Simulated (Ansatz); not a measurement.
Basis-set extrapolation for `FC(F)[C@H](F)[C@@H](F)C(F)(F)F` (PBE0-D4/def2-TZVP geometry, frozen core, Ansatz). Multiplicity 1, RHF reference.

```json
{"": "HF", "def2-TZVPP": "-849.662893", "def2-QZVPP": "-849.698946"}
{"": "MP2 correlation", "def2-TZVPP": "-2.371318", "def2-QZVPP": "-2.583509"}
{"": "CCSD(T) correlation", "def2-TZVPP": "-2.473261", "def2-QZVPP": "not run"}
```

Energies in hartree. Use E(X) = E(∞) + A·exp(−7.88·√X) for Hartree–Fock and E(X) = E(∞) + B·X^(−2.97) for correlation, with X = 3 and 4, and add CCSD(T) minus MP2 of the smaller set to the MP2 limit.

Task: What is the CCSD(T) energy at the basis-set limit?

Result: HF limit: -849.698946 + (-0.036053) × 0.13774 = -849.70391. MP2 limit: -2.583509 + (-0.212191) × 0.74074 = -2.74069. Higher-order term: -2.473261 − (-2.371318) = -0.10194. Total: -852.54654 hartree, 1077.5 kJ/mol below CCSD(T)/def2-TZVPP.
